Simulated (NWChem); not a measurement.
C3H3NO3S2; SMILES O=S(=O)(O)c1ncsc1

```xyz
12

O     -0.7416     2.0095    -1.2752
S     -0.1588     1.5755     0.0000
O     -0.7416     2.0095     1.2752
O      1.4493     1.8879     0.0000
C     -0.0440    -0.2333     0.0000
C     -1.0979    -1.1210     0.0000
S     -0.4667    -2.7310     0.0000
C      1.1510    -2.0886     0.0000
N      1.2123    -0.7759     0.0000
H      1.8856     0.9878     0.0000
H     -2.1743    -0.9144     0.0000
H      2.0282    -2.7514     0.0000
```
Atoms are numbered in this order, from 1.

Program: NWChem. Geometry: optimised at PBE-D3(BJ)/def2-SVP. Not confirmed as a minimum by frequencies.

For level PW91/def2-SVP:

```
Property                     Value
---------------------------  -----
highest occupied level (eV)  -6.68
orbital gap (eV)              3.72
dipole (D)                    6.39
```

Task: Estimate the same quantities for level B3LYP/def2-SVP.

Result: highest occupied level (eV): -7.88
orbital gap (eV): 5.61
dipole (D): 6.84
